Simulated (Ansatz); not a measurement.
Two shapes of singlet BF3.

Shape 1:

```xyz
4

B     0.0136   -0.0481   -0.0022
F     1.2932    0.0440   -0.0166
F    -0.6680    1.1296   -0.0481
F    -0.6646   -1.1204    0.0469
```

Shape 2:

```xyz
4

B     0.0043   -0.0087    0.0026
F     1.3090    0.0089   -0.0044
F    -0.6619    1.1306   -0.0061
F    -0.6494   -1.1399   -0.0063
```

Basis set: STO-3G (spherical functions). Correlated methods keep 4 orbitals frozen. Charge 0, multiplicity 1.

Computed with Ansatz (development build ahead of 0.2.0); each method stands on the lowest determinant of its kind that the runs found.

**Question.** Which shape is lower in energy, and by how much in each method?

**Answer.**

```tsv
method	E(2) − E(1) (eV)
RHF	-0.163
RHF-MP2	-0.176
```

Shape 2 is lower.
